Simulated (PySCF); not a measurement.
Spinor energies of N (nitrogen, neutral)

Start: [He] 2s1 2p4; 2s1/2 filled at m_j = +1/2; 2p1/2 filled at m_j = +1/2; 2p3/2 filled at m_j = -1/2, +1/2, +3/2. Calculated with PySCF 2.14 in x2c-SVPall-2c with one added diffuse shell of s type (4s2p1d, 15 functions): generalised Hartree-Fock with the X2C-1e Hamiltonian and a Gaussian nucleus; one run each with spin-orbit coupling (SO) switched off, then screened by Boettger's factors. This is a chosen level, not necessarily the ground level.

```tsv
spinor shell	electrons	ε, spin-free (eV)	ε, screened SO (eV)	weight of nominal j (screened SO)	rms radius, screened SO (bohr)
1s1/2	2	-425.99	-425.99	1.000	0.266
2s1/2	1	-31.797	-31.795	1.000	1.42
2p3/2	3	-14.130	-16.106	0.666	1.55
2p1/2	1	-14.130	-8.203	0.666	1.73
```

```csv
quantity,spin-free,screened SO
E (hartree),-53.96857,-53.96873
M_J,5/2,5/2
⟨J²⟩,8.764,8.764
⟨L²⟩,2.001,2.001
⟨S²⟩,3.763,3.763
```

Each row is a mean over spinors that exchange with the open shell spreads, by up to 3.805 eV (1s1/2).

Rows whose weight is well below 1 are mixtures of j = l ± 1/2: exchange outweighs spin-orbit coupling there, and the label is only the starting occupation.

Without spin-orbit coupling the j labels of p, d and f shells carry no meaning; the spin-free column gives the mean over the occupied spinors of each nl shell.
